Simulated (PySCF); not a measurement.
# Worked example: entropy of an ideal gas

F2HOS, SMILES S(F)(=[OH+])F, charge +1.

Geometry: B3LYP-D3(BJ)/def2-SVP. The isomer is the one that the SMILES or the coordinates give; other isomers of the formula were not compared.

B3LYP-D3(BJ)/def2-SVP (PySCF 2.14.0) gives the harmonic wavenumbers 308, 373, 475, 478, 875, 903, 947, 1096, 3538 cm⁻¹ and the rotational temperatures 0.3830, 0.3686, 0.2282 K. The molar mass is 87.06 g/mol, the symmetry number 1, the spin multiplicity 1.

**Question.** Work out the entropy at 298.15 K and 1 atm in the rigid-rotor, harmonic-oscillator model.

**Answer.** 
Translation (Sackur–Tetrode at 1 atm): S = R[1.5 ln M + 2.5 ln T − 1.16487] = 164.5 J/(mol K).
Rotation: q = (√π/σ) T^1.5/√(θA θB θC) = 50800, S = R[ln q + 3/2] = 102.6 J/(mol K).
Vibration: with u = 1.4388 ν/T, each mode gives R[u/(e^u − 1) − ln(1 − e^−u)]:
| ν (cm⁻¹) | modes | u | S (J/(mol K)) |
|---|---|---|---|
| 308 | 1 | 1.49 | 5.74 |
| 373 | 1 | 1.80 | 4.47 |
| 475 | 1 | 2.29 | 3.03 |
| 478 | 1 | 2.31 | 2.99 |
| 875 | 1 | 4.22 | 0.65 |
| 903 | 1 | 4.36 | 0.58 |
| 947 | 1 | 4.57 | 0.48 |
| 1096 | 1 | 5.29 | 0.27 |
The stiffer modes add less than 0.005 each. Sum 18.2 J/(mol K).
Spin: R ln 1 = 0.0 J/(mol K).
Total 285.2 J/(mol K); the program's own thermochemistry gives 285.2. Translation makes up 58 % and vibration 6 %. Anharmonicity, hindered rotation and orbital degeneracy are left out.
